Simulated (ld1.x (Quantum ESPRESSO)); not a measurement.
**What one change does to a pseudopotential (Ba, TM)**

barium (Ba), norm-conserving Troullier–Martins (Kleinman–Bylander form), made with ld1.x (Quantum ESPRESSO) 7.5 (PBE, fully relativistic). Core [Xe], reference 5d0 6s0.5 6p0 (charge +1.5). Waves: 6s (bound): rc 3.25 bohr; 6p (bound, empty): rc 4.15 bohr; 5d (bound, empty): rc 3.65 bohr. Local part: all-electron potential smoothed inside 3.35 bohr (lloc = -1). Core correction: a·sin(br)/r model core, default radius (core density twice the valence density).

Open shells are filled in proportion to 2j + 1 (rel_dist='average').

All-electron outer shells of the reference configuration (PBE, scalar-relativistic, ld1.x):

```csv
shell,level (eV),outermost node (bohr),outermost maximum (bohr)
5p,-27.53,0.86,1.67
6s,-9.96,1.94,3.71
5d,-9.91,1.00,2.34
6p,-7.06,2.29,4.59
```

Change: wave 5d (bound): rc 3.65 bohr becomes 5d (bound): rc 5.18 bohr.

Cutoffs: the cutoffs (Ry, on a coarse ladder) from which the occupation-weighted sum of valence levels, in a spherical-Bessel basis at the reference potential, stays within 10 and 1 mRy of its value at 400 Ry; they do not see the model core or the augmentation charge, which bear on the density cutoff. Errors are all-electron minus pseudo energies relative to the spin-unpolarised reference configuration.

Predict the effect on cutoff, ghosts and configuration errors.

Both files are so soft that the ladder of cutoffs tells neither apart; both files keep a bound ghost (p, s); of the 7 tests that both files solve, the error grows in 1 and shrinks in 2 by more than 15 % and 0.3 meV (median size 11.2 → 50.4 meV).

```tsv
quantity	base	changed
cutoff, loose	6 Ry	6 Ry
cutoff, tight	8 Ry	8 Ry
bound ghosts	s, p3/2, p1/2	s, p3/2
error for 5d0 6s2 6p0, meV [ΔE -9.74 eV]	-50	-50
error for 5d0 6s1 6p0, meV [ΔE -4.38 eV]	+1.7	+1.7
error for 5d0 6s1.5 6p0, meV [ΔE -7.60 eV]	-11	-11
error for 5d0 6s0 6p1, meV [ΔE -1.79 eV]	+0.8	+0.8
error for 5d0.5 6s1.5 6p0, meV [ΔE -9.10 eV]	-106	-84
error for 5d1 6s1 6p0, meV [ΔE -8.41 eV]	-133	-82
error for 5d1 6s0 6p0, meV [ΔE -3.69 eV]	+4.2	+55
```

 A true bound ghost makes a file unfit for plane-wave use even where its test errors are small: the radial tests pick states by their node count and pass the ghost by.
